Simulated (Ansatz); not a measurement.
The cluster BeSi4⁻, relaxed as a doublet with UKS PBE-D4/def2-SVPD in Ansatz, starting from the GFN1-xTB geometry. Force threshold 0.02 eV/Å.

The structure comes from a short search, and lower isomers may exist.

Start:

```xyz
5

Be    0.659   -1.078    1.088
Si   -1.566    0.569    0.069
Si   -0.417   -1.240   -0.803
Si    0.507    1.097    0.948
Si    0.817    0.652   -1.302
```

```json
{"step": "1", "energy (eV)": "-31884.5421", "largest force component (eV/Å)": "1.063", "SCF passes": "19"}
{"step": "2", "energy (eV)": "-31884.6603", "largest force component (eV/Å)": "0.242", "SCF passes": "23"}
{"step": "3", "energy (eV)": "-31884.6671", "largest force component (eV/Å)": "0.025", "SCF passes": "22"}
{"step": "4", "energy (eV)": "-31884.6672", "largest force component (eV/Å)": "0.004", "SCF passes": "18"}
```

Force components are those of the run's own axes.

End:

```
atom   x (Å)   y (Å)   z (Å)
 Be1   0.671  -1.096   1.107
 Si2  -1.673   0.580   0.111
 Si3  -0.401  -1.208  -0.772
 Si4   0.496   1.055   0.925
 Si5   0.907   0.669  -1.372
```

By distances, no bond broke or formed. The bond that changes most is Si2–Si4, from 2.31 to 2.37 Å (atoms count from 1). The end is the same structure that another start reached.

No frequencies were taken in this run, so the end may be a saddle point.

Hardware: 4 threads of Arm Neoverse V2 on a shared host. Wall time 5.5 s.
